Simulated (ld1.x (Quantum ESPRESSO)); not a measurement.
# Varying the TM potential for Si (Z = 14)

Base potential:

| Item | Value |
| --- | --- |
| Element | Si (Z = 14) |
| Generator | ld1.x (Quantum ESPRESSO) 7.5 |
| Type | norm-conserving Troullier–Martins (Kleinman–Bylander form) |
| Functional | PBEsol |
| Relativity | non-relativistic |
| Frozen core | [Ne] |
| Valence charge | 4 |
| Reference configuration | 3s2 3p1 (charge +1) |
| Partial waves | 3p (bound): rc 1.30 bohr; 3s (bound): rc 1.75 bohr |
| Local potential | the s channel |
| Core correction | a·sin(br)/r model core, default radius (core density twice the valence density) |

All-electron outer shells of the reference configuration (PBEsol, non-relativistic, ld1.x):

| shell | level (eV) | outermost node (bohr) | outermost maximum (bohr) |
| --- | --- | --- | --- |
| 3s | -18.94 | 0.72 | 1.75 |
| 3p | -11.64 | 0.71 | 2.04 |

Cutoffs, loose and tight: the cutoffs (Ry, on a coarse ladder) from which the occupation-weighted sum of valence levels, in a spherical-Bessel basis at the reference potential, stays within 10 and 1 mRy of its value at 400 Ry. They do not see the model core or the augmentation charge, which bear on the density cutoff. Test errors are all-electron minus pseudo excitation energies from the reference, over the configurations 3s2 3p2; 3s2 3p0; 3s1 3p0; 3s0 3p4; 3s1 3p3; 3s2 3p1.5; 3s2 3p2.3. A dash means not determined; rows that change the core or the reference have their own tests. The largest error is taken over the tests solved by every variant that gives reliable tests at all: 3s1 3p0; 3s2 3p0; 3s2 3p1.5.

A true bound ghost makes a file unfit for plane-wave use even where its test errors are small: the radial tests pick states by their node count and pass the ghost by. Where a test does run into it, the solver fails or the error is huge.

Cutoffs are not given where the Bessel-basis levels miss the radial ones by over 6 mRy, ghosts where they miss by over 20 mRy; a channel whose overlap is not positive is not tested.

The default core radius of the base comes out at 1.13 bohr.

| change | outcome | cutoff, loose | cutoff, tight | bound ghosts | largest test error (meV) |
| --- | --- | --- | --- | --- | --- |
| base | generated | 55 Ry | 80 Ry | none | +25 |
| functional LDA (PZ) | generated | 60 Ry | 80 Ry | none | +25 |
| local potential the p channel | generated | 55 Ry | 80 Ry | none | +28 |
| all radii but the core radius scaled by about 1.05 (s 1.84, p 1.36 bohr) | generated | 45 Ry | 70 Ry | none | +26 |
| core correction a·sin(br)/r model core inside 1.42 bohr | generated | 55 Ry | 80 Ry | none | -12 |
| scalar-relativistic | generated | 55 Ry | 80 Ry | none | +23 |
| wave 3s (bound): rc 1.75 bohr becomes 3s (bound): rc 2.04 bohr | generated | 55 Ry | 80 Ry | none | +21 |
| reference 3s2 3p2 | generated | 60 Ry | 80 Ry | none | +35 |
| wave 3p (bound): rc 1.30 bohr becomes 3p (bound): rc 0.90 bohr | generated | – | – | not determined | +77 |
| wave 3s (bound): rc 1.75 bohr becomes 3s (bound): rc 2.46 bohr | generated | 55 Ry | 80 Ry | none | +22 |
| wave 3p (bound): rc 1.30 bohr becomes 3p (bound): rc 0.80 bohr | generated | – | – | not determined | +118 |
| type PAW; waves now 3s (bound): rcut 1.50, rcutus 1.75 bohr; 3s channel at -0.1 Ry: rcut 1.50, rcutus 1.75 bohr; 3p (bound): rcut 1.15, rcutus 1.30 bohr; 3p channel at 0.05 Ry: rcut 1.15, rcutus 1.30 bohr; local potential all-electron potential smoothed inside 1.00 bohr (lloc = -1); augmentation PSQ, radius 1.15 bohr | generated | 25 Ry | 35 Ry | p | -48 |
